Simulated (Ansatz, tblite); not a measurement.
Forces on Si7Au at its PBE0-D4/def2-SVP geometry. Total charge 0; doublet.

In the def2 sets Au takes a core potential; there is no spin–orbit coupling. The xTB rows come from tblite. Another isomer (doublet) lies 0.07 eV lower at PBE0-D4/def2-TZVP; other spin states weren't run for this one.

GFN1-xTB (tblite), largest force 0.31 eV/Å:

```xyz
8
positions Å, forces eV/Å
Au    2.874    0.331    1.212    0.044    0.005    0.019
Si   -0.311   -1.427   -1.844   -0.017   -0.062   -0.081
Si    0.544    0.989    1.370   -0.156    0.101    0.081
Si   -1.793    1.184    0.958   -0.082    0.051    0.039
Si   -0.587   -1.169    0.779    0.174    0.230   -0.122
Si   -0.073    1.093   -1.057    0.075   -0.202    0.228
Si   -2.185   -0.252   -0.921   -0.009   -0.001   -0.004
Si    1.531   -0.750   -0.496   -0.030   -0.122   -0.159
```

GFN2-xTB (tblite), largest force 1.82 eV/Å:

```
Au 0.579 0.067 0.244
Si -0.272 0.113 0.063
Si -1.200 1.015 0.914
Si -0.118 -0.158 -0.228
Si 0.408 -0.398 0.587
Si 0.616 0.516 -0.155
Si -0.041 -0.005 -0.017
Si 0.028 -1.149 -1.408
```

PBE-D4/def2-TZVP (Ansatz), largest force 0.33 eV/Å:

```
Au -0.305 -0.035 -0.129
Si -0.054 -0.100 -0.139
Si 0.205 0.017 0.078
Si -0.155 0.077 0.051
Si 0.009 0.063 -0.054
Si -0.021 -0.065 0.049
Si 0.124 0.015 0.052
Si 0.197 0.029 0.092
```
